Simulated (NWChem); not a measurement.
## Correlation energy of borohydride (H4B (-1))

```xyz
5

B      0.0000     0.0000     0.0000
H      0.0000     1.0278     0.7267
H      0.0000    -1.0278     0.7267
H      1.0278     0.0000    -0.7267
H     -1.0278     0.0000    -0.7267
```
Charge -1, spin multiplicity 1.

Program: NWChem. Structure: optimised with PBE/def2-SVP, a minimum by its harmonic frequencies.

Basis set: aug-cc-pVDZ. Each correlation energy counts from its own Hartree-Fock reference.

```csv
method,correlation energy (mHa),difference from CCSD(T)
CR-CCSD[T],-176.4,+0.5
CCSD+T(CCSD),-177.0,-0.1
MP2,-144.0,+32.8
CR-CCSD(T),-176.2,+0.6
CCSD,-172.5,+4.3
SCS-MP2,-154.2,+22.6
CCSD(T),-176.9,0.0
```

The values span 33.0 mHa, from CCSD+T(CCSD) (lowest) to MP2 (highest). 

The correlated methods keep 1 core orbital frozen. The anion's geometry comes from a basis without diffuse functions. No row is a measurement; the coupled-cluster row has its own basis-set and correlation limits.
